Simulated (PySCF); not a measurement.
# Nuclear quadrupole coupling in `CC(C)(C)Pc1ccoc1`

C8H13OP.
Atom-mapped SMILES: `[CH3:1][C:2]([CH3:3])([CH3:4])[PH:5][c:6]1[cH:7][cH:8][o:9][cH:10]1` (hydrogens: H11, H12, H13 on C1; H14, H15, H16 on C3; H17, H18, H19 on C4; H20 on P5; H21 on C7; H22 on C8; H23 on C10)

Cartesian coordinates in Å at the GFN2-xTB level; atoms count from 1:
```xyz
23
C8H13OP angstrom
C     -1.2330   -0.5203    0.8662
C     -1.1322    0.5727   -0.1930
C     -0.4054    1.7916    0.3719
C     -2.5303    0.9724   -0.6669
P     -0.2003   -0.0097   -1.7392
C      1.2913   -0.7151   -0.9909
C      2.4950   -0.0210   -0.6710
C      3.3570   -0.9594   -0.2031
O      2.7900   -2.1786   -0.2188
C      1.5466   -2.0260   -0.6978
H     -1.7509   -1.3942    0.4741
H     -1.7907   -0.1502    1.7258
H     -0.2466   -0.8281    1.2076
H     -0.2905    2.5566   -0.3949
H      0.5821    1.5149    0.7371
H     -0.9689    2.2183    1.2006
H     -3.1168    1.3585    0.1656
H     -2.4695    1.7440   -1.4327
H     -3.0534    0.1147   -1.0876
H     -0.8615   -1.2448   -1.8128
H      2.6787    1.0282   -0.7833
H      4.3653   -0.8926    0.1553
H      0.9392   -2.9047   -0.7949
```

Field gradients from the PBE0/pcSseg-1 density (PySCF, non-relativistic), principal values in atomic units, ordered |Vxx| ≤ |Vyy| ≤ |Vzz|:

| atom | Vxx | Vyy | Vzz |
| --- | --- | --- | --- |
| O9 | -0.6780 | -0.7340 | 1.4120 |

Question: Find the asymmetry η = (Vxx − Vyy)/Vzz and the couplings χ = eQV/h (234.96 MHz × Q in barn × V in au), with Q(17O) = −0.0256 b.

Answer: 
```csv
atom,environment,nucleus,η,χzz (MHz),χxx (MHz),χyy (MHz)
O9,furan-type oxygen,17O,0.04,-8.49,4.08,4.42
```

The gradient is axial or nearly so (η below 0.05) at O9. 

Question: What is Vzz at O9 in SI units (1 au = 9.71736 × 10²¹ V/m²)?

Answer: 1.4120 au = 13.721 × 10²¹ V/m².

Question: What couplings would deuterons (Q(2H) = 0.00286 b) have in place of the hydrogens, at this geometry?

Answer: 
```tsv
atom	bonded to	bond length (Å)	Vzz (au)	η	χzz (kHz)
H11	C1	1.089	0.3139	0.02	211
H12	C1	1.089	0.3132	0.02	210
H13	C1	1.088	0.3110	0.02	209
H14	C3	1.089	0.3112	0.02	209
H15	C3	1.089	0.3108	0.01	209
H16	C3	1.089	0.3135	0.02	211
H17	C4	1.089	0.3135	0.02	211
H18	C4	1.089	0.3115	0.02	209
H19	C4	1.089	0.3122	0.02	210
H20	P5	1.403	0.1929	0.09	130
H21	C7	1.071	0.3485	0.06	234
H22	C8	1.072	0.3411	0.11	229
H23	C10	1.073	0.3403	0.11	229
```

The structure is a single GFN2-xTB conformer in the gas phase; no vibrational or solvent corrections. GFN2-xTB bond lengths can be off by several hundredths of an ångström, more for odd bonds, and the gradients follow them. The basis is small and wasn't made for field gradients, so the couplings can be 20 % off.
